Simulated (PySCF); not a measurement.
## Energy of Mn²⁺ (manganese, charge +2) between two integer charges

The 3d alpha orbital of [Ar] 3d5 is emptied in steps (occupation f), with all orbitals relaxed, ending at [Ar] 3d4. All numbers are calculated (PySCF 2.14, scalar relativity by spin-free X2C-1e, in aug-cc-pVTZ-DK (8s7p5d3f2g, 93 functions)). The exact energy is a straight line in f; departures are measured from the line between the end points of the same method.

**Question.** Among BHandHLYP, wB97X, TPSS, which shows the largest delocalisation error (convex curve), and which is closest to linear?

**Answer.** Most convex: TPSS (-2.047 eV at f = 0.5); closest to linear: BHandHLYP (-0.762 eV).

```json
{"f": "1", "BHandHLYP (eV)": "0.000", "wB97X (eV)": "0.000", "TPSS (eV)": "0.000"}
{"f": "0.9", "BHandHLYP (eV)": "-0.269", "wB97X (eV)": "-0.276", "TPSS (eV)": "-0.724"}
{"f": "0.7", "BHandHLYP (eV)": "-0.633", "wB97X (eV)": "-0.653", "TPSS (eV)": "-1.705"}
{"f": "0.5", "BHandHLYP (eV)": "-0.762", "wB97X (eV)": "-0.788", "TPSS (eV)": "-2.047"}
{"f": "0.3", "BHandHLYP (eV)": "-0.646", "wB97X (eV)": "-0.671", "TPSS (eV)": "-1.733"}
{"f": "0.1", "BHandHLYP (eV)": "-0.279", "wB97X (eV)": "-0.291", "TPSS (eV)": "-0.748"}
{"f": "0", "BHandHLYP (eV)": "0.000", "wB97X (eV)": "0.000", "TPSS (eV)": "0.000"}
```

| method | E(f=0) − E(f=1) (eV) | −ε at f=1 (eV) | −ε at f=0.5 (eV) |
| --- | --- | --- | --- |
| BHandHLYP | 33.471 | 30.505 | 33.435 |
| wB97X | 33.440 | 30.397 | 33.389 |
| TPSS | 33.760 | 25.753 | 33.676 |

Reference removal energy between the ground levels: 33.668 ± 0.012 eV (measured; NIST Atomic Spectra Database, ionization energies). The calculation has no spin-orbit coupling. The determinant left behind need not be the lowest term of the ion.
